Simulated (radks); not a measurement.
Results of a calculation; reference values are marked as such.
Kinetic energies: the exact non-interacting value of the Kohn-Sham orbitals and orbital-free approximations, as 100 (|E| - |E exact|)/|E exact|, negative where the magnitude is too small. Species: Mg11+ 1s1; Yb+ [Xe] 4f14 6s1; H 1s1. Code: a radial shooting solver on a logarithmic mesh with Libxc functionals. Model: non-relativistic Kohn-Sham, exchange-only LDA, spin-polarised, spherical densities, point nucleus. Every spin shell is full or empty, so the densities are truly spherical. Functionals are evaluated on that one density, not self-consistently.

| functional | Mg11+ | Yb+ | H |
|---|---|---|---|
| exact (hartree) | 71.4679 | 13380.7 | 0.457079 |
| Thomas-Fermi | -8.27 | -4.89 | -9.18 |
| von Weizsacker | 0.00 | -62.94 | 0.00 |
| TF + vW | +91.73 | +32.17 | +90.82 |
| TF + vW/9 | +2.84 | -0.78 | +1.93 |
| TF + vW/5 | +11.73 | +2.52 | +10.82 |
| APBEK | +2.16 | -0.02 | +1.38 |
| revAPBEK | +3.06 | +0.12 | +2.27 |
| Perdew 92 | +2.86 | -0.77 | +1.95 |
| Pearson | -2.26 | -0.95 | -3.04 |
| LKT | +62.72 | +16.68 | +61.45 |
| PG1 | +55.41 | +13.00 | +53.99 |
| DePristo-Kress | +3.03 | -0.26 | +1.91 |
| Ernzerhof | +6.80 | -0.55 | +5.58 |
